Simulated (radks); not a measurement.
Problem. The table gives one normalised radial function P(r) = r R(r) of Kr31+ in [He] 2s2 2p1 (r in bohr). All-electron calculation, scalar-relativistic Kohn-Sham, LDA (Slater exchange, VWN5 correlation), spin-polarised, spherical densities, finite nucleus; open shells are filled with parallel spins first; Fermi nuclear charge, rms radius 4.1884 fm. Program: a radial shooting solver on a logarithmic mesh with Libxc functionals.

r          P
0.001535  0.0044
0.00186   0.0062
0.002254  0.0088
0.002731  0.0125
0.003309  0.0177
0.004009  0.0252
0.004858  0.0358
0.005886  0.0507
0.007075  0.0707
0.008573  0.0997
0.01039   0.1399
0.01259   0.1954
0.01525   0.2708
0.01848   0.3720
0.02239   0.5054
0.02713   0.6773
0.03287   0.8926
0.03983   1.1526
0.04826   1.4522
0.05848   1.7758
0.07085   2.0947
0.08585   2.3654
0.104     2.5343
0.126     2.5478
0.1515    2.3829
0.1836    2.0298
0.2224    1.5465
0.2695    1.0294
0.3266    0.5819
0.3957    0.2699
0.4794    0.0986
0.5809    0.0269

Which n and l does it have? It may be an empty orbital.

Solution. n = 2, l = 1: the number of nodes gives n - l - 1 = 0, the rise at small r (about r^(l+1)) gives l, and the extent must fit the shell. The curve is that of 2p up; the table hardly tells the two spins apart. 2p up: eigenvalue -3639.1 eV, 0 radial nodes, <r> = 0.147 bohr, 90 % of the charge inside 0.236 bohr.
